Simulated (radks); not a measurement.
Removal energies from the molybdenum ion Mo10+, [Ar] 3d10 4s2 4p(1/2: 2, 3/2: 0), by Delta-SCF beside the eigenvalue of the level emptied. All-electron calculation, Dirac Kohn-Sham, BLYP, spin-unpolarised, spherical densities, finite nucleus; Fermi nuclear charge, rms radius of each element as measured or else 0.836 A^(1/3) + 0.57 fm. Program: a radial shooting solver on a logarithmic mesh with Libxc functionals. Sub-shells are occupied by j as written (lower j first in brackets).

removed from                             final configuration  Delta-SCF (eV)  -eigenvalue (eV)
4p1/2                       [Ar] 3d10 4s2 4p(1/2: 1, 3/2: 0)          209.28            198.64
4s1/2                       [Ar] 3d10 4s1 4p(1/2: 2, 3/2: 0)          237.20            226.09
3d5/2         [Ar] 3d(3/2: 4, 5/2: 5) 4s2 4p(1/2: 2, 3/2: 0)          426.42            402.56
3d3/2         [Ar] 3d(3/2: 3, 5/2: 6) 4s2 4p(1/2: 2, 3/2: 0)          429.96            405.96
